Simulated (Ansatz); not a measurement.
Cost and result for the atomization energy of `CNC=[Se]` (9 atoms, 8 bonds).

```xyz
9

C     0.7457   -0.0251   -0.8280
N    -0.5599   -0.0284   -0.2173
C    -0.7609    0.0394    1.0915
Se    0.5029    0.1472    2.3485
H     1.2858    0.8877   -0.5648
H     1.3364   -0.8705   -0.4669
H     0.6291   -0.0886   -1.9091
H    -1.3644   -0.0858   -0.8197
H    -1.8147    0.0241    1.3657
```

Total charge 0; spin multiplicity 1. Correlated methods include outer-core shells of Se, which these sets cover unevenly. Scalar relativity is left out up to krypton. All single points use the PBE0-D4/def2-TZVP geometry. It is one conformer, not always the lowest. Program: Ansatz. All runs use 4 threads of an Intel Xeon Platinum 8259CL on a shared host. Times are those of one run each, without the atoms' runs, and a repeat can differ threefold. Electronic energies, without spin–orbit coupling; frozen cores. CCSD(T)/CBS adds CCSD(T) − MP2 in def2-TZVPP to the MP2 limit, and its time is that of the two runs behind it. T1 = 0.016. With those shells the extrapolation isn't a true limit. B3LYP takes the VWN-RPA correlation (the form of Gaussian; ORCA's B3LYP/G).

CCSD(T)/CBS is a level of theory with its own doubt, some kJ/mol a heavy atom from the limit and from the frozen cores, so smaller differences don't rank the functionals.

```csv
level,functions,wall time,atomization (kJ/mol),difference from CCSD(T)/CBS,per bond
PBE-D4/def2-TZVPP (with forces),211,1.9 s,3412.1,114.3,14.3
PBE0-D4/def2-TZVPP,211,2.1 s,3326.0,28.2,3.5
r2SCAN-D4/def2-TZVPP (with forces),211,3.1 s,3308.9,11.1,1.4
B3LYP-D4/def2-TZVPP (with forces),211,3.2 s,3315.5,17.7,2.2
B2PLYP/def2-TZVPP,211,4.2 s,3271.2,-26.6,-3.3
ωB97X-V/def2-TZVPP,211,5.5 s,3303.4,5.6,0.7
ωB97M-V/def2-TZVPP (with forces),211,7.5 s,3299.7,1.9,0.2
MP2/def2-QZVPP,410,17 s,3310.0,12.2,1.5
CCSD(T)/def2-TZVPP,211,57 s,3198.5,-99.3,-12.4
CCSD(T)/CBS(def2),–,74 s,3297.8,0.0,0.0
```

From PBE to PBE0 (25 % exact exchange), in def2-TZVPP and without D4, the atomization energy moves by −83.3 kJ/mol: exact exchange takes away binding that semilocal exchange gives to molecules. The D4 term adds +28.2 kJ/mol with B3LYP and +14.5 kJ/mol with PBE0; it sums over pairs of atoms, weighted by their polarisabilities, and B3LYP, whose exchange is more repulsive, gets the larger term. In def2-TZVPP, CCSD(T) changes the Hartree–Fock value by +929.9 kJ/mol (the triples alone add +64.6 kJ/mol) and MP2 by +983.0 kJ/mol; breaking electron pairs costs correlation energy, which Hartree–Fock lacks.
